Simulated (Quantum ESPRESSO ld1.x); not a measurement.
Task: The mean radii <r> (bohr) of the occupied orbitals of an atom or ion are listed with their occupations. Calculated with ld1.x of Quantum ESPRESSO 7.5: Dirac Kohn-Sham, relativistic LDA (MacDonald-Vosko exchange, VWN5 correlation), spin-unpolarised, spherical densities, point nucleus.

orbital  occ.      <r>
1s1/2       2  0.03122
2s1/2       2   0.1350
2p1/2       2   0.1143
2p3/2       4   0.1194
3s1/2       2   0.3696
3p1/2       2   0.3609
3p3/2       4   0.3718
3d3/2       4   0.3441
3d5/2       6   0.3476
4s1/2       2   0.9101
4p1/2       2   0.9746
4p3/2       4    1.006
4d3/2       4    1.344
4d5/2       5    1.366
5s1/2       2    2.938

Name the element and its charge. Open shells, if any, fill j = l - 1/2 first.

Result: Z = 47, silver, charge 0: Ag in [Kr] 4d9 5s2. The 1s radius gives Z: for a bare nucleus <r> = (2 gamma + 1)/(2Z) with gamma = sqrt(1 - (Z/c)^2), 0.03062 bohr for Z = 47, and screening makes it slightly larger (0.03122 here). The occupations add up to 47, and the charge is Z minus that.
